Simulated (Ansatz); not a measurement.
# Telling isomers of C2H6Ga apart by their spectra

These gas-phase data were calculated for one isomer of C2H6Ga at PBE0-D3(BJ)/def2-SVP (harmonic, unscaled wavenumbers; equilibrium rotational constants with average atomic masses):

```
rotational constants            : 17.67, 5.354, 4.217 GHz
all wavenumbers above 1500 cm⁻¹ : 3235, 3173, 3148, 3129, 3053, 1956
```

Candidates:

(1) `[CH2][GaH][CH3]`, a doublet
(2) `[CH3][Ga][CH3]`, a doublet

Question: Which structure fits?

Answer: Candidate (1). The band at 1956 cm⁻¹ lies where the Ga–H stretch is expected; (2) has no mode between 1700 and 2150 cm⁻¹.

The same quantities for all candidates:

|  | rotational constants (GHz) | wavenumbers above 1500 cm⁻¹ | E above the lowest, PBE0-D3(BJ)/def2-SVP (kcal/mol) |
| --- | --- | --- | --- |
| (1) | 17.67, 5.354, 4.217 | 3235, 3173, 3148, 3129, 3053, 1956 | 21.3 |
| (2) | 16.86, 5.086, 4.11 | 3184, 3184, 3143, 3141, 3043, 3041 | 0.0 |

Each candidate is one conformer. Open shells are spin-unrestricted. Programs: Ansatz 0.2.0.
